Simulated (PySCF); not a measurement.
## Atomic charges against the basis set

Compound: 2-methylpyridine, C6H7N.
Numbering: `[CH3:1][c:2]1[cH:3][cH:4][cH:5][cH:6][n:7]1` (hydrogens: H8, H9, H10 on C1; H11 on C3; H12 on C4; H13 on C5; H14 on C6)

PBE0 throughout (PySCF), one geometry, spherical d and f functions. Isolated species at its PBE0-D3(BJ)/def2-SVP geometry, gas phase. The first 7 of 12 kinds of atom are listed.

Mulliken charges (e):

| basis | functions | C1 | C2 | C3 | C4 | C5 | C6 | N7 |
| --- | --- | --- | --- | --- | --- | --- | --- | --- |
| STO-3G | 42 | -0.241 | +0.093 | -0.092 | -0.079 | -0.092 | +0.004 | -0.241 |
| pcSseg-0 | 77 | -0.595 | +0.121 | -0.212 | -0.197 | -0.302 | +0.106 | -0.634 |
| 6-31G | 77 | -0.541 | +0.175 | -0.152 | -0.157 | -0.170 | -0.015 | -0.419 |
| 6-31G* | 112 | -0.601 | +0.266 | -0.201 | -0.137 | -0.194 | -0.003 | -0.420 |
| cc-pVDZ | 133 | -0.015 | -0.020 | -0.033 | +0.061 | -0.078 | +0.106 | -0.242 |
| def2-SVP | 133 | +0.010 | -0.109 | -0.029 | +0.033 | -0.068 | +0.054 | -0.169 |
| pcSseg-1 | 154 | -0.189 | +0.017 | -0.131 | -0.010 | -0.192 | +0.143 | -0.434 |
| aug-cc-pVDZ | 224 | +0.547 | -0.297 | +1.300 | +0.158 | +1.027 | +0.101 | -0.427 |
| 6-311+G(2d,p) | 231 | -0.734 | +0.380 | +0.021 | -0.250 | +0.057 | -0.139 | -0.290 |
| def2-TZVP | 259 | -0.395 | +0.166 | -0.173 | -0.116 | -0.098 | -0.066 | -0.220 |
| cc-pVTZ | 308 | -0.286 | +0.110 | -0.155 | -0.106 | -0.130 | -0.065 | -0.170 |
| IGLO-III | 315 | -0.433 | +0.280 | -0.124 | -0.075 | -0.083 | 0.000 | -0.373 |

IAO charges (e):

```tsv
basis	functions	C1	C2	C3	C4	C5	C6	N7
STO-3G	42	-0.405	+0.071	-0.151	-0.126	-0.155	-0.059	-0.184
pcSseg-0	77	-0.439	+0.122	-0.181	-0.124	-0.184	-0.025	-0.267
6-31G	77	-0.449	+0.132	-0.184	-0.127	-0.184	-0.032	-0.273
6-31G*	112	-0.433	+0.150	-0.182	-0.117	-0.183	-0.007	-0.289
cc-pVDZ	133	-0.433	+0.152	-0.186	-0.120	-0.186	-0.008	-0.285
def2-SVP	133	-0.421	+0.149	-0.182	-0.116	-0.183	-0.006	-0.283
pcSseg-1	154	-0.429	+0.149	-0.188	-0.120	-0.189	-0.008	-0.292
aug-cc-pVDZ	224	-0.442	+0.155	-0.191	-0.122	-0.192	-0.009	-0.298
6-311+G(2d,p)	231	-0.444	+0.155	-0.191	-0.121	-0.192	-0.008	-0.299
def2-TZVP	259	-0.444	+0.156	-0.191	-0.121	-0.192	-0.007	-0.298
cc-pVTZ	308	-0.446	+0.156	-0.191	-0.121	-0.191	-0.008	-0.295
IGLO-III	315	-0.445	+0.155	-0.192	-0.122	-0.193	-0.008	-0.299
```

Hirshfeld charges (e):

```
        basis  functions      C1      C2      C3      C4      C5      C6      N7
       STO-3G         42  -0.036  +0.068  -0.036  -0.016  -0.032  +0.035  -0.181
     pcSseg-0         77  -0.107  +0.073  -0.059  -0.031  -0.056  +0.014  -0.160
        6-31G         77  -0.100  +0.071  -0.058  -0.033  -0.056  +0.013  -0.181
       6-31G*        112  -0.101  +0.071  -0.058  -0.031  -0.056  +0.015  -0.178
      cc-pVDZ        133  -0.115  +0.071  -0.059  -0.033  -0.059  +0.012  -0.152
     def2-SVP        133  -0.119  +0.075  -0.059  -0.033  -0.059  +0.014  -0.158
     pcSseg-1        154  -0.120  +0.072  -0.059  -0.034  -0.060  +0.013  -0.163
  aug-cc-pVDZ        224  -0.127  +0.067  -0.060  -0.036  -0.062  +0.010  -0.166
6-311+G(2d,p)        231  -0.118  +0.063  -0.059  -0.036  -0.061  +0.010  -0.169
    def2-TZVP        259  -0.122  +0.068  -0.060  -0.035  -0.061  +0.011  -0.166
      cc-pVTZ        308  -0.123  +0.070  -0.060  -0.035  -0.061  +0.011  -0.162
     IGLO-III        315  -0.126  +0.067  -0.060  -0.036  -0.061  +0.010  -0.166
```

Which scheme is steadiest as the basis changes?

Largest range over the bases for any column: Hirshfeld 0.09 e, IAO 0.11 e, Mulliken 1.51 e. Hirshfeld charges move least and Mulliken charges most, counted in e. Without the minimal STO-3G basis the ranges are Hirshfeld 0.03, IAO 0.03, Mulliken 1.51 e.

How much do the charges still move between the two largest bases, cc-pVTZ and IGLO-III?

At most, over all atoms: Mulliken 0.203 e, IAO 0.004 e, Hirshfeld 0.004 e.

What do the same runs give for the total energy, the frontier levels and the dipole moment?

```csv
basis,energy (Eh),HOMO (eV),LUMO (eV),μ (D)
STO-3G,-283.7409,-4.62,2.28,1.74
pcSseg-0,-286.6103,-7.00,-0.60,2.22
6-31G,-287.1822,-6.85,-0.29,2.16
6-31G*,-287.2566,-7.02,-0.27,1.89
cc-pVDZ,-287.2808,-7.11,-0.44,1.76
def2-SVP,-287.0554,-7.14,-0.53,1.87
pcSseg-1,-287.2239,-7.30,-0.66,1.95
aug-cc-pVDZ,-287.2943,-7.28,-0.72,1.92
"6-311+G(2d,p)",-287.3371,-7.29,-0.73,1.95
def2-TZVP,-287.3602,-7.27,-0.67,1.89
cc-pVTZ,-287.3535,-7.25,-0.62,1.85
IGLO-III,-287.3661,-7.29,-0.72,1.91
```

The dipole is fixed by the density alone, so its range of 0.48 D shows that the density itself changes with the basis, not only its division among atoms.
